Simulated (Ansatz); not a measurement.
Ansatz (a first-principles code) input for C6F6, SMILES Fc1c(F)c(F)c(F)c(F)c1F (connectivity only; charge and spin as stated), charge -1, multiplicity 2, PBE/def2-SVPD. Coordinates come from a B3LYP-D3(BJ)/def2-SVPD optimisation. The multiplicity is an assumed one; no other spin state was optimised.

Ansatz 0.2 input:
```yaml
crystal:
  periodic: [false, false, false]
  atoms:
    - {symbol: F, position_ang: [1.36946300, -2.38697352, -0.21583039]}
    - {symbol: C, position_ang: [0.68768178, -1.20670757, -0.04218859]}
    - {symbol: C, position_ang: [-0.68768187, -1.20670751, -0.04218859]}
    - {symbol: F, position_ang: [-1.36946317, -2.38697342, -0.21583039]}
    - {symbol: C, position_ang: [-1.41206444, 0.00000005, -0.02629172]}
    - {symbol: F, position_ang: [-2.70109587, 0.00000010, 0.50544005]}
    - {symbol: C, position_ang: [-0.68768178, 1.20670756, -0.04218859]}
    - {symbol: F, position_ang: [-1.36946300, 2.38697352, -0.21583039]}
    - {symbol: C, position_ang: [0.68768188, 1.20670751, -0.04218859]}
    - {symbol: F, position_ang: [1.36946317, 2.38697342, -0.21583039]}
    - {symbol: C, position_ang: [1.41206444, -0.00000005, -0.02629172]}
    - {symbol: F, position_ang: [2.70109587, -0.00000010, 0.50544005]}
basis:
  gaussian:
    orbitals: def2-SVPD
hamiltonian:
  xc: {name: PBE}
total_charge: -1
magnetization: {spin_polarized: true, initial_magnetization: 1}
```

It prints:

```
Functional definition: PBE
integrals: 0.31 GiB planned
2124 factors; their error is unknown
mean field: 2.15 GiB planned
mean field evaluation 1: about -22480.7639 eV, gradient 2.7e1 eV
mean field evaluation 2: about -22477.6397 eV, gradient 3.6e1 eV
mean field evaluation 4: about -22484.1734 eV, gradient 2.8e0 eV
mean field evaluation 8: about -22484.1932 eV, gradient 7.0e-2 eV
mean field evaluation 16: about -22484.0487 eV, gradient 4.4e-4 eV
mean field -22484.04865934 eV, -826.2735479954 hartree, gradient 6.4e-6 eV, S^2 0.753648; 0 other end points of the search recorded, 0 dependent functions left out
reference -22484.04871963 eV, -826.2735502108 hartree; 46, 45 occupied and 212, 213 virtual orbitals, 2124 factors
Total energy: -22484.04871963 eV, -826.2735502108 hartree
```

Self-consistency was reached.

Cost: very roughly 30 core-seconds.
